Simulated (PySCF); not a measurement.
CH5ClF2Si2, SMILES F[Si@](Cl)([SiH3])CF. Atoms are numbered in the order given.

```xyz
11

F     -1.2823    -2.1584     0.3852
C     -1.5478    -0.8019     0.5672
Si    -0.1365     0.1610    -0.2462
F     -0.4021     0.2158    -1.8526
Si     1.9357    -0.8291     0.1947
Cl    -0.2180     2.1111     0.4617
H     -1.6013    -0.5841     1.6486
H     -2.5274    -0.5556     0.1203
H      2.0143    -2.1583    -0.4713
H      3.0304     0.0551    -0.2945
H      2.0488    -0.9971     1.6718
```
Charge 0, spin multiplicity 1.

The structure is a stationary point at B3LYP-D3(BJ)/def2-SVP. The structure was generated by enumeration; whether it is a known compound was not checked. Other conformers were not sampled.

Calculation: PBE/pcSseg-1 in PySCF.

GIAO shieldings, no solvent; atoms listed in one row are averaged. δ = σ(ref) − σ: ¹⁹F against CFCl3 (σ = 133.6 ppm); ¹³C against TMS (σ = 182.0 ppm); ²⁹Si against TMS (σ = 335.4 ppm); ³⁵Cl against HCl (σ = 936.5 ppm); ¹H against TMS (σ = 31.49 ppm), references at their B3LYP-D3(BJ)/def2-TZVP geometries, non-relativistic (without spin–orbit terms, shifts of atoms bonded to Cl or Br come out too high).

```json
[
 {"nucleus": "¹⁹F", "atoms": "F4", "count": "1", "δ (ppm)": "-174.1"},
 {"nucleus": "¹⁹F", "atoms": "F1", "count": "1", "δ (ppm)": "-321.0"},
 {"nucleus": "¹³C", "atoms": "C2", "count": "1", "δ (ppm)": "88.5"},
 {"nucleus": "²⁹Si", "atoms": "Si3", "count": "1", "δ (ppm)": "43.8"},
 {"nucleus": "²⁹Si", "atoms": "Si5", "count": "1", "δ (ppm)": "-113.1"},
 {"nucleus": "³⁵Cl", "atoms": "Cl6", "count": "1", "δ (ppm)": "93.4"},
 {"nucleus": "¹H", "atoms": "H8", "count": "1", "δ (ppm)": "5.23"},
 {"nucleus": "¹H", "atoms": "H7", "count": "1", "δ (ppm)": "4.74"},
 {"nucleus": "¹H", "atoms": "H9, H10, H11", "count": "3", "δ (ppm)": "3.88"}
]
```
